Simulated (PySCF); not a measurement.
## Exact mass, isotope pattern and composition

Species: `C=[Te]`.

Calculated for natural abundance.

Task: Molar mass and exact mass?

Result: For CH2Te, with standard atomic weights, 1 × 12.011 + 1 × 127.600 + 2 × 1.008 = 141.627 g/mol. From the most abundant isotopes (12C, 130Te, 1H), 1 × 12.000000 + 1 × 129.906224 + 2 × 1.007825 = 143.9219 u.

Task: What cluster does the molecular ion M+• show when like nominal masses merge?

Result: 
```json
{"nominal mass": "134", "m/z (centroid)": "133.9191", "relative intensity": "0.3"}
{"nominal mass": "136", "m/z (centroid)": "135.9181", "relative intensity": "7.5"}
{"nominal mass": "137", "m/z (centroid)": "136.9194", "relative intensity": "2.7"}
{"nominal mass": "138", "m/z (centroid)": "137.9179", "relative intensity": "13.9"}
{"nominal mass": "139", "m/z (centroid)": "138.9195", "relative intensity": "20.9"}
{"nominal mass": "140", "m/z (centroid)": "139.9184", "relative intensity": "55.5"}
{"nominal mass": "141", "m/z (centroid)": "140.9218", "relative intensity": "0.6"}
{"nominal mass": "142", "m/z (centroid)": "141.9196", "relative intensity": "93.1"}
{"nominal mass": "143", "m/z (centroid)": "142.9230", "relative intensity": "1.0"}
{"nominal mass": "144", "m/z (centroid)": "143.9213", "relative intensity": "100.0"}
{"nominal mass": "145", "m/z (centroid)": "144.9247", "relative intensity": "1.1"}
```

Cut off at 0.1 %. One electron mass, 0.00055 u, is taken off. Abundances used (%; other tables differ somewhat): 12C 98.93, 13C 1.07; 120Te 0.09, 122Te 2.55, 123Te 0.89, 124Te 4.74, 125Te 7.07, 126Te 18.84, 128Te 31.74, 130Te 34.08; 1H 99.9885, 2H 0.0115.

Task: Elemental analysis, calculated?

Result: C 8.48 %, Te 90.10 %, H 1.42 %.

Task: What share of all molecules is the monoisotopic species?

Result: 0.9893 × 0.3408 × 0.999885^2 = 33.71 %.

Task: Resolve the fine structure: one atom at a time replaced by a minor isotope.

Result: Intensity in % of the monoisotopic species:

| isotope | mass shift (u) | m/z | intensity (%) |
| --- | --- | --- | --- |
| 120Te | -10.00220 | 133.9191 | 0.26 |
| 122Te | -8.00318 | 135.9181 | 7.48 |
| 123Te | -7.00195 | 136.9194 | 2.61 |
| 124Te | -6.00341 | 137.9179 | 13.91 |
| 125Te | -5.00179 | 138.9195 | 20.75 |
| 126Te | -4.00291 | 139.9184 | 55.28 |
| 128Te | -2.00176 | 141.9196 | 93.13 |
| 13C | +1.00335 | 144.9247 | 1.08 |
| 2H | +1.00628 | 144.9276 | 0.02 |

Species under 0.02 % are left out.
